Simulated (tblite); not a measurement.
Distances in Å between the heavy atoms of a computed structure (GFN2-xTB; lower triangle, same order across):
```
C1    0.00
C2    1.53  0.00
C3    2.50  1.49  0.00
C4    3.47  2.60  1.37  0.00
C5    4.50  3.71  2.24  1.41  0.00
C6    4.38  3.64  2.23  2.23  1.37  0.00
N7    3.26  2.49  1.36  2.20  2.21  1.36  0.00
```

Hydrogens: 3 on C1, 2 on C2, 1 on C4, 1 on C5, 1 on C6, 1 on N7.

Neutral, closed shell.

Task: Which heavy atoms are bonded, and with what formal order?

Result: C1–C2 (single); C2–C3 (single); C3–C4 (aromatic); C4–C5 (aromatic); C5–C6 (aromatic); C6–N7 (aromatic); C3–N7 (aromatic).

Task: Write the SMILES.

Result: `CCc1ccc[nH]1`, C6H9N, 2-ethylpyrrole.

Task: Which rings does it hold (smallest set)?

Result: C3–C4–C5–C6–N7 (5 members, 0.00 Å rms from planarity).

Task: Describe the place of each heavy atom.

Result: C1: methyl carbon; C2: benzylic-type carbon; C3: substituted aromatic carbon; C4: aromatic CH carbon; C5: aromatic CH carbon; C6: aromatic CH next to a ring nitrogen; N7: pyrrole-type nitrogen.

The values belong to the conformer `[CH3:1][CH2:2][c:3]1[cH:4][cH:5][cH:6][nH:7]1`: C1–C2–C3–C4 -94°.
